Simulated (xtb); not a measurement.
C2HO2 (SMILES O=[C-]C=O), charge -1, singlet, from a rough starting geometry; GFN2-xTB in xtb.

Here is a job for xtb.
```
$ xtb mol.xyz --gfn 2 --chrg -1 --opt vtight --json

# file mol.xyz
5

C     -0.18516442     1.02750909    -0.04299742
C     -0.21782089    -0.49708073     0.00405989
O      0.83979598     1.64563812    -0.00862427
O     -1.23348755    -1.11300275    -0.01363227
H      0.82202798    -0.98475377     0.02228781
```

What the program printed (banner, timings and long lists left out):

```
   ID    Z sym.   atoms
    1    6 C      1, 2
    2    8 O      3, 4
    3    1 H      5

           -------------------------------------------------
          |                Calculation Setup                |
           -------------------------------------------------

           -------------------------------------------------
          |                 G F N 2 - x T B                 |
           -------------------------------------------------

          ...................................................
          :                      SETUP                      :
          :.................................................:
          :  # basis functions                  17          :
          :  # atomic orbitals                  17          :
          :  # shells                            9          :
          :  # electrons                        22          :
          :  max. iterations                   250          :
          :  Hamiltonian                  GFN2-xTB          :
          :  restarted?                      false          :
          :  GBSA solvation                  false          :
          :  PC potential                    false          :
          :  electronic temp.          300.0000000     K    :
          :  accuracy                    1.0000000          :
          :  -> integral cutoff          0.2500000E+02      :
          :  -> integral neglect         0.1000000E-07      :
          :  -> SCF convergence          0.1000000E-05 Eh   :
          :  -> wf. convergence          0.1000000E-03 e    :
          :  Broyden damping             0.4000000          :
          :  net charge                         -1          :
          :  unpaired electrons                  0          :
          ...................................................

 iter      E             dE          RMSdq      gap      omega  full diag
   1    -13.0463611 -0.130464E+02  0.846E+00    0.24       0.0  T
   2    -12.7366389  0.309722E+00  0.893E+00    0.91       1.0  T
   3    -13.0294635 -0.292825E+00  0.564E+00    0.56       1.0  T
   4    -13.0509655 -0.215021E-01  0.423E+00    0.38       1.0  T
   5    -13.0677600 -0.167945E-01  0.292E+00    0.21       1.0  T
   6    -13.0751139 -0.735383E-02  0.253E+00    0.16       1.0  T
   7    -13.0727666  0.234727E-02  0.265E+00    0.18       1.0  T
   8    -12.9376928  0.135074E+00  0.738E+00    0.27       1.0  T
   9    -12.9934436 -0.557508E-01  0.611E+00    0.15       1.0  T
  10    -13.0259416 -0.324980E-01  0.536E+00    0.11       1.0  T
  11    -13.0916359 -0.656943E-01  0.135E+00    0.10       1.0  T
  12    -13.0920043 -0.368484E-03  0.136E+00    0.10       1.0  T
  13    -13.0966152 -0.461082E-02  0.160E-01    0.07       1.0  T
  14    -13.0959758  0.639317E-03  0.523E-01    0.06       1.0  T
  15    -13.0960289 -0.530970E-04  0.485E-01    0.06       1.0  T
  16    -13.0966211 -0.592166E-03  0.633E-02    0.07       1.0  T
  17    -13.0966213 -0.161122E-06  0.242E-02    0.07       1.8  T
  18    -13.0966216 -0.344185E-06  0.178E-03    0.07      25.1  T
  19    -13.0966216  0.214031E-07  0.413E-03    0.07      10.8  T
  20    -13.0966216 -0.220171E-07  0.259E-04    0.07     172.8  T
  21    -13.0966216 -0.939160E-11  0.258E-04    0.07     173.1  T

   *** convergence criteria satisfied after 21 iterations ***

         :::::::::::::::::::::::::::::::::::::::::::::::::::::
         ::                     SUMMARY                     ::
         :::::::::::::::::::::::::::::::::::::::::::::::::::::
         :: total energy             -12.988736539663 Eh    ::
         :: gradient norm              0.203255817704 Eh/a0 ::
         :: HOMO-LUMO gap              0.069540349714 eV    ::
         ::.................................................::
         :: SCC energy               -13.096621588525 Eh    ::
         :: -> isotropic ES            0.171959295305 Eh    ::
         :: -> anisotropic ES          0.001467262975 Eh    ::
[...]
 * total energy  :   -13.0472376 Eh     change       -0.6615029E-02 Eh
 * total energy  :   -13.0490948 Eh     change       -0.1857124E-02 Eh
 * total energy  :   -13.0500028 Eh     change       -0.9080804E-03 Eh
 * total energy  :   -13.0506807 Eh     change       -0.6778556E-03 Eh
 * total energy  :   -13.0512304 Eh     change       -0.5496836E-03 Eh
 * total energy  :   -13.0514874 Eh     change       -0.2569810E-03 Eh
 * total energy  :   -13.0516396 Eh     change       -0.1522400E-03 Eh
 * total energy  :   -13.0516560 Eh     change       -0.1645049E-04 Eh
 * total energy  :   -13.0516581 Eh     change       -0.2026649E-05 Eh
 * total energy  :   -13.0516592 Eh     change       -0.1125299E-05 Eh
 * total energy  :   -13.0516598 Eh     change       -0.6028833E-06 Eh
 * total energy  :   -13.0516598 Eh     change       -0.3100452E-07 Eh
   *** GEOMETRY OPTIMIZATION CONVERGED AFTER 17 ITERATIONS ***
         :: total energy             -13.051659832734 Eh    ::
[...]
         :::::::::::::::::::::::::::::::::::::::::::::::::::::

           -------------------------------------------------
          |                Property Printout                |
           -------------------------------------------------

    * Orbital Energies and Occupations

         #    Occupation            Energy/Eh            Energy/eV
      -------------------------------------------------------------
         1        2.0000           -0.4988225             -13.5737
         2        2.0000           -0.4326184             -11.7721
         3        2.0000           -0.4045691             -11.0089
         4        2.0000           -0.3536157              -9.6224
         5        2.0000           -0.3223146              -8.7706
         6        2.0000           -0.3114015              -8.4737
         7        2.0000           -0.2910086              -7.9187
         8        2.0000           -0.2634001              -7.1675
         9        2.0000           -0.2329543              -6.3390
        10        2.0000           -0.1468359              -3.9956
        11        2.0000           -0.1007315              -2.7410 (HOMO)
        12                         -0.0373348              -1.0159 (LUMO)
        13                          0.0586673               1.5964
        14                          0.3331461               9.0654
        15                          0.4299196              11.6987
        16                          0.7186684              19.5560
        17                          1.0929196              29.7399
      -------------------------------------------------------------
                  HL-Gap            0.0633967 Eh            1.7251 eV
             Fermi-level           -0.0690331 Eh           -1.8785 eV

     #   Z          covCN         q      C6AA      α(0)
     1   6 C        1.837     0.079    29.184     8.727
     2   6 C        2.750     0.098    25.814     8.320
     3   8 O        0.856    -0.455    22.815     6.404
     4   8 O        0.856    -0.652    27.436     7.023
     5   1 H        0.914    -0.069     4.592     3.352

 Mol. C6AA /au·bohr⁶  :        508.360599
 Mol. C8AA /au·bohr⁸  :      11745.624203
 Mol. α(0) /au        :         33.825263

Wiberg/Mayer (AO) data.
largest (>0.10) Wiberg bond orders for each atom

 ---------------------------------------------------------------------------
     #   Z sym  total        # sym  WBO       # sym  WBO       # sym  WBO
 ---------------------------------------------------------------------------
     1   6 C    3.680 --     3 O    1.791     2 C    1.585     4 O    0.243
     2   6 C    3.930 --     1 C    1.585     4 O    1.344     5 H    0.844
                             3 O    0.157
     3   8 O    2.064 --     1 C    1.791     2 C    0.157
     4   8 O    1.700 --     2 C    1.344     1 C    0.243
     5   1 H    0.995 --     2 C    0.844
 ---------------------------------------------------------------------------

Topologies differ in total number of bonds
Writing topology from bond orders to xtbtopo.mol

molecular dipole:
                 x           y           z       tot (Debye)
 q only:        0.950      -0.099      -0.127
   full:        1.193      -0.121      -0.120       3.064
molecular quadrupole (traceless):
                xx          xy          yy          xz          yz          zz
 q only:       -0.512      -7.555      -6.161      -0.005      -0.399       6.672
  q+dip:       -1.140      -9.149      -5.967      -0.076      -0.400       7.107
   full:       -0.316      -9.659      -6.822      -0.051      -0.332       7.138

optimized geometry written to: xtbopt.xyz

           -------------------------------------------------
          | TOTAL ENERGY              -13.051659832734 Eh   |
          | GRADIENT NORM               0.000028983317 Eh/α |
          | HOMO-LUMO GAP               1.725112599727 eV   |
           -------------------------------------------------

normal termination of xtb
```
